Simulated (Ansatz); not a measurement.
**Telling isomers of BF3H2NP apart by their spectra**

These gas-phase data were calculated for one isomer of BF3H2NP at PBE0-D3(BJ)/def2-SVP (harmonic, unscaled wavenumbers; equilibrium rotational constants with average atomic masses):

```
rotational constants            : 5.937, 1.549, 1.42 GHz
all wavenumbers above 1500 cm⁻¹ : 3635, 2402
```

Candidates:

(1) `FBNP(F)F`, a singlet
(2) `FPNB(F)F`, a singlet

Question: Which structure fits?

Answer: Candidate (2). The band at 2402 cm⁻¹ lies where the P–H stretch is expected; (1) has no mode between 2250 and 2520 cm⁻¹.

The same quantities for all candidates:

```tsv
	rotational constants (GHz)	wavenumbers above 1500 cm⁻¹	E above the lowest, PBE0-D3(BJ)/def2-SVP (kcal/mol)
(1)	6.782, 1.421, 1.299	3566, 2672	18.9
(2)	5.937, 1.549, 1.42	3635, 2402	0.0
```

Each candidate is one conformer. Programs: Ansatz 0.2.0.
